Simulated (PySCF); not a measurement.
C2H8BBrSi.
Atom-mapped SMILES: `[CH3:1][C@@H:2]([SiH3:3])[BH:4][Br:5]` (hydrogens: H6, H7, H8 on C1; H9 on C2; H10, H11, H12 on Si3; H13 on B4)

Method: PBE0-D3(BJ)/def2-SVP geometry optimisation, gas phase in PySCF 2.14.0.

**Question.** What internal coordinates does the optimisation give?

**Answer.** 
```csv
bond,length (Å),order
C1–C2,1.534,single
C2–Si3,1.913,single
C2–B4,1.542,single
B4–Br5,1.916,single
"C1–H6, C1–H7, C1–H8",1.101,single
C2–H9,1.105,single
"Si3–H10, Si3–H11, Si3–H12",1.494,single
B4–H13,1.207,single
```

Bonds in one row agree within 0.01 Å and their mean is given. Orders are formal, as drawn. A selection of angles:
```csv
angle,degrees
C2–C1–H6,112.1
H6–C1–H7,107.5
C1–C2–Si3,110.0
C1–C2–B4,115.4
C1–C2–H9,112.1
Si3–C2–B4,104.9
Si3–C2–H9,102.4
B4–C2–H9,110.9
C2–Si3–H10,107.7
C2–Si3–H11,111.0
H10–Si3–H11,109.7
H10–Si3–H12,108.5
C2–B4–Br5,121.4
C2–B4–H13,122.9
Br5–B4–H13,115.6
```

Dihedral angles: C1–C2–B4–Br5 156° (antiperiplanar).

B4 (three-coordinate boron) is planar (angles 122.9°, 121.4° and 115.6°, sum 359.9°, 0.03 Å off the plane of its three neighbours). Si3 (SiH3 silicon) is tetrahedral (angles from 107.7° to 111.0°).

Point group: C1 (no symmetry element, even within 0.4 Å). No PBE0-D3(BJ)/def2-SVP frequencies stand behind this structure, so it isn't proved a minimum. The numbers are those of one conformer.
